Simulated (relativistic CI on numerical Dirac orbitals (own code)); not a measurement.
# Radial parameters of Zr14+

These numbers are calculated, not measured: Dirac-Coulomb-Breit CI, separate exchange-only KLI orbitals for each configuration, model QED (radiative potential, 1s self-energy scaled to tabulated hydrogen-like ionisation energies), unscaled Slater integrals (own radial code, finite nucleus).

Slater integrals F^k, G^k are unscaled and averaged over j, outside the closed core [Ne]; ζ comes from projecting the Hamiltonian with its Breit term on Σ l·s of the shell.

- 3s2 3p6 3d8: F^2(3d,3d) = 235740, F^4(3d,3d) = 150420, ζ(3d) = 8359.5 cm⁻¹; <r>(3d) = 0.4213, <r^2>(3d) = 0.2105 (bohr units).
- 3s2 3p5 3d9: ζ(3p) = 78106, F^2(3p,3d) = 220570, G^1(3p,3d) = 255440, G^3(3p,3d) = 163500, ζ(3d) = 8208.4 cm⁻¹; <r>(3p) = 0.4451, <r^2>(3p) = 0.2295, <r>(3d) = 0.4223, <r^2>(3d) = 0.2116 (bohr units).
- 3s2 3p4 3d10: F^2(3p,3p) = 223760, ζ(3p) = 78129 cm⁻¹; <r>(3p) = 0.4457, <r^2>(3p) = 0.2301 (bohr units).

Question: Give the Racah parameters of the d shell in 3s2 3p6 3d8.

Answer: B = F²/49 − 5F⁴/441 = 3106 cm⁻¹ and C = 35F⁴/441 = 11938 cm⁻¹.

Averages of the first 10 configurations, taken without configuration mixing, which lowers the lowest level and can move excited configurations by several eV; other configurations of the list can lie among them:

```json
{"Configuration": "3s2 3p6 3d8", "Parity": "even", "States": "45", "Average energy above the lowest level (eV)": "5.4"}
{"Configuration": "3s2 3p5 3d9", "Parity": "odd", "States": "60", "Average energy above the lowest level (eV)": "159.0"}
{"Configuration": "3s2 3p4 3d10", "Parity": "even", "States": "15", "Average energy above the lowest level (eV)": "315.7"}
{"Configuration": "3s 3p6 3d9", "Parity": "even", "States": "20", "Average energy above the lowest level (eV)": "254.8"}
{"Configuration": "3s2 3p6 3d7 4s", "Parity": "even", "States": "240", "Average energy above the lowest level (eV)": "209.7"}
{"Configuration": "3p6 3d10", "Parity": "even", "States": "1", "Average energy above the lowest level (eV)": "508.4"}
{"Configuration": "3s2 3p6 3d7 4p", "Parity": "odd", "States": "720", "Average energy above the lowest level (eV)": "239.9"}
{"Configuration": "3s 3p5 3d10", "Parity": "odd", "States": "12", "Average energy above the lowest level (eV)": "407.1"}
{"Configuration": "3s2 3p6 3d7 4d", "Parity": "even", "States": "1200", "Average energy above the lowest level (eV)": "286.3"}
{"Configuration": "3s2 3p6 3d6 4s2", "Parity": "even", "States": "210", "Average energy above the lowest level (eV)": "430.0"}
```
